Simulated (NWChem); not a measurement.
System: MgSiH4O; SMILES [MgH][O][SiH3]

```xyz
7

Mg     0.0073     1.9347     0.0062
H      0.0165     3.6232     0.0132
O     -0.0007     0.1325     0.0001
Si    -0.0003    -1.5032    -0.0006
H     -1.0809    -2.0540    -0.8838
H     -0.2244    -2.0543     1.3767
H      1.3051    -2.0531    -0.4953
```
Atoms are numbered in this order, from 1.

Structure relaxed at the PBE0/def2-SVP level.

Q: List the 6 lowest vertical singlet excitations and the 6 lowest triplet ones from BHandHLYP/6-31+G* (spherical d), full TDDFT (NWChem).

A: 
| state | energy (eV) | oscillator strength | leading excitation (squared amplitude) |
|---|---|---|---|
| S1 | 6.42 | 0.006 | HOMO → LUMO (0.85) |
| S2 | 6.42 | 0.006 | HOMO−1 → LUMO (0.85) |
| S3 | 7.10 | 0.218 | HOMO−2 → LUMO+1 (0.87) |
| S4 | 7.10 | 0.219 | HOMO−2 → LUMO+2 (0.88) |
| S5 | 7.15 | 0.284 | HOMO−2 → LUMO (0.91) |
| S6 | 7.30 | 0.000 | HOMO → LUMO+1 (0.51) |
| T1 | 5.15 | spin-forbidden | HOMO−2 → LUMO (0.77) |
| T2 | 6.15 | spin-forbidden | HOMO → LUMO (0.81) |
| T3 | 6.16 | spin-forbidden | HOMO−1 → LUMO (0.81) |
| T4 | 6.35 | spin-forbidden | HOMO−2 → LUMO+2 (0.78) |
| T5 | 6.35 | spin-forbidden | HOMO−2 → LUMO+1 (0.78) |
| T6 | 7.05 | spin-forbidden | HOMO → LUMO+2 (0.37) |
